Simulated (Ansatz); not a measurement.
`C/C([SiH3])=C\N` + `NC[SiH2]N` → `CN[SiH2]CN` + `N/C=C/[SiH3]`  (substitution at a C–C bond)

Program: Ansatz. Geometries: PBE0-D4/def2-TZVP. ΔE: electronic, gas phase. CBS: MP2 limit from def2 TZ/QZ plus the TZ coupled-cluster correction, frozen cores. Double bonds are as drawn, so ΔE can hold a change between cis and trans. Each species was taken in one conformer, which may not be the lowest.

| level | ΔE (eV) |
| --- | --- |
| HF/def2-QZVPP | 0.35 |
| SCS-MP2/def2-QZVPP | 0.48 |

**Question.** What does CCSD(T)/CBS give? (An estimate is asked.)

**Answer.** Ansatz gave: +0.48 eV. The listed levels differ from it by -0.13, 0.00 eV.

Largest T1 diagnostic among the species: 0.012.

In def2-TZVPP, CCSD(T) changes the Hartree–Fock value by +0.12 eV (the triples alone add +0.02 eV) and MP2 by +0.17 eV.
